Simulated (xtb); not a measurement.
C7H5NO2S, SMILES CN1C(=O)c2cscc2C1=O. All values are semi-empirical tight-binding results from xtb (GFN2-xTB unless named), good for trends rather than for accurate numbers. Geometry: GFN2-xTB.

A frequency run showed that this geometry is not a minimum.

```yaml
point_group_as_xtb_finds_it: Cs
orbital_gap: 3.22 eV
static polarisability (D4 model): 107.1 bohr³
solvation energy, GFN2-xTB/ALPB(water): -4.1 kcal/mol
solvation energy, GFN2-xTB/ALPB(hexane): -9.3 kcal/mol
```
